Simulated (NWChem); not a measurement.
Species: BiH₂Br; SMILES [Br][BiH2]

Computed with NWChem. Geometry: optimised at PBE0/def2-SVP. def2 effective core potentials on Bi; no spin-orbit coupling. B3LYP is NWChem's, with the RPA form of VWN correlation. Ions are spin-unrestricted doublets at the neutral geometry; other ion states weren't tried.

For level B3LYP/def2-SVP:

vertical ionisation energy, ΔSCF (eV): 9.61
−ε(HOMO) (eV): 7.17

Question: What are these values for level PBE/def2-SVP?

Answer: 
| Property | Value |
|---|---|
| vertical ionisation energy, ΔSCF (eV) | 9.38 |
| −ε(HOMO) (eV) | 6.24 |
